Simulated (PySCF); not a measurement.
**Atomic charges by several schemes**

Compound: C4H11F2NSi.
Cartesian coordinates in Å at the GFN2-xTB level; atoms count from 1:
```
atom  x, y, z in Å
F1    -2.5704    1.8926    0.4946
C2    -1.8514    1.0090   -0.2444
F3    -2.6257    0.7086   -1.3191
C4    -1.5381   -0.2308    0.5734
C5    -0.7970   -1.2968   -0.2332
C6     0.6137   -0.8560   -0.6454
N7     1.3774   -0.4044    0.4904
Si8    2.4630    0.9262    0.4795
H9    -0.9601    1.5371   -0.6119
H10   -2.4828   -0.6351    0.9425
H11   -0.9296    0.0824    1.4227
H12   -0.7223   -2.1957    0.3823
H13   -1.3676   -1.5472   -1.1288
H14    0.5549   -0.0345   -1.3607
H15    1.1071   -1.6964   -1.1550
H16    1.5294   -1.1483    1.1545
H17    2.7484    1.1614    1.8916
H18    1.7280    2.0247   -0.1520
H19    3.7131    0.7126   -0.2660
```

Density: PBE0/pcSseg-1 (PySCF); schemes: Mulliken, IAO, Hirshfeld and ESP-fitted. Geometry: GFN2-xTB, one conformer, isolated molecule.

For which atoms does the sign change between the 4 schemes (beyond +0.03 e in one, beyond −0.03 e in another)?

C6. Atomic charges aren't observables, and each scheme defines them in its own way.

At which atom do the 4 schemes differ most?

At N7: from -0.686 (Mulliken) to -0.234 e (Hirshfeld), 0.452 e apart.

Do the Mulliken, IAO, Hirshfeld and ESP-fitted schemes agree on where the charge is lowest?

All schemes agree: Mulliken N7 (-0.686); IAO N7 (-0.682); Hirshfeld N7 (-0.234); ESP-fitted N7 (-0.578).

What partial charge does each atom carry?

In e:

| atom | environment | Mulliken | IAO | Hirshfeld | ESP-fitted |
| --- | --- | --- | --- | --- | --- |
| F1 | fluorine of a CF2 group | -0.308 | -0.310 | -0.114 | -0.264 |
| C2 | CHF2 carbon | +0.509 | +0.453 | +0.149 | +0.438 |
| F3 | fluorine of a CF2 group | -0.310 | -0.313 | -0.109 | -0.240 |
| C4 | chain CH2 carbon | -0.272 | -0.294 | -0.092 | -0.123 |
| C5 | chain CH2 carbon | -0.248 | -0.265 | -0.072 | -0.242 |
| C6 | sp3 carbon bound to nitrogen | -0.028 | -0.139 | -0.020 | +0.077 |
| N7 | silicon-bound nitrogen | -0.686 | -0.682 | -0.234 | -0.578 |
| Si8 | SiH3 silicon | +0.624 | +0.752 | +0.348 | +0.456 |
| H9 | methine hydrogen | +0.094 | +0.132 | +0.041 | +0.054 |
| H10 | methylene hydrogen | +0.136 | +0.152 | +0.044 | +0.093 |
| H11 | methylene hydrogen | +0.142 | +0.157 | +0.039 | +0.037 |
| H12 | methylene hydrogen | +0.120 | +0.135 | +0.041 | +0.100 |
| H13 | methylene hydrogen | +0.132 | +0.145 | +0.039 | +0.082 |
| H14 | methylene hydrogen | +0.115 | +0.129 | +0.040 | +0.066 |
| H15 | methylene hydrogen | +0.124 | +0.125 | +0.036 | +0.037 |
| H16 | N–H hydrogen | +0.194 | +0.253 | +0.115 | +0.319 |
| H17 | Si–H hydrogen | -0.107 | -0.127 | -0.078 | -0.102 |
| H18 | Si–H hydrogen | -0.118 | -0.141 | -0.080 | -0.091 |
| H19 | Si–H hydrogen | -0.114 | -0.162 | -0.092 | -0.121 |

Mean size of the charges over all atoms: IAO 0.256 e, Mulliken 0.231 e, ESP-fitted 0.185 e, Hirshfeld 0.094 e. Each set sums to the total charge, 0, to within 0.001 e. The ESP scheme fits charges at the nuclei, held to the total charge, to the electrostatic potential on points at 1.4 to 2.0 times the van der Waals radii.

Sum the charges by element, for elements with more than one atom.

```csv
element,atoms,Mulliken,IAO,Hirshfeld,ESP-fitted
F,2,-0.618,-0.623,-0.223,-0.504
C,4,-0.039,-0.246,-0.035,+0.150
H,11,+0.719,+0.798,+0.144,+0.475
```

How closely do the schemes follow one another over all atoms?

Correlation coefficient and root-mean-square difference: Mulliken with IAO 0.99, 0.047 e; IAO with Hirshfeld 0.98, 0.196 e; Mulliken with ESP-fitted 0.97, 0.082 e; Mulliken with Hirshfeld 0.96, 0.179 e; IAO with ESP-fitted 0.95, 0.111 e; Hirshfeld with ESP-fitted 0.94, 0.135 e.

How many electrons does the Hirshfeld scheme count on N7?

Z − q = 7 − (-0.234) = 7.234.
